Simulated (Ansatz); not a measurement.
C4H3F7 can be A, `FC(F)C(F)(F)CC(F)(F)F`, or B, `FCC(F)(C(F)F)C(F)(F)F`.

Program: Ansatz. Geometries: PBE0-D4/def2-TZVP. ΔE: electronic, gas phase. CCSD(T)/CBS is the MP2 limit (def2-TZVPP, def2-QZVPP) plus CCSD(T) − MP2 in def2-TZVPP, frozen cores. DFT in def2-TZVPP. B3LYP here is the variant with VWN-RPA as its local correlation; programs differ in this. One conformer a species, not always the lowest.

(1) Which isomer does CCSD(T)/CBS put lower? Give the gap. (Estimate.)

(2) Give E(B) − E(A) in kJ/mol with CCSD/def2-TZVPP, B3LYP, r2SCAN-D4, ωB97M-V, HF/def2-TZVPP, LDA (SPW92), CCSD(T)/def2-SVP. (Estimate.)

(3) Does the order hold for the free energy at 298.15 K (harmonic terms from PBE0-D4)? (An estimate is asked.)

Largest T1 diagnostic: 0.012.

Answers

(1) The calculation gave: A, by 57.8 kJ/mol.

(2) Ansatz gave: CCSD/def2-TZVPP 57.3, B3LYP 59.4, r2SCAN-D4 60.5, ωB97M-V 58.3, HF/def2-TZVPP 61.9, LDA (SPW92) 62.8, CCSD(T)/def2-SVP 55.6. None reverses the order clearly.

(3) Ansatz gave: Yes: G(B) − G(A) = +58.9 kJ/mol, for one conformer each. Modes under 60 cm⁻¹, often nearly free rotors, make the harmonic entropy too high.

Leaving LDA and LC-ωPBE aside and taking each functional with its dispersion term where it has one, the values, not all of them listed here, spread over 7.1 kJ/mol, from BLYP-D4 to r2SCAN0-D4.
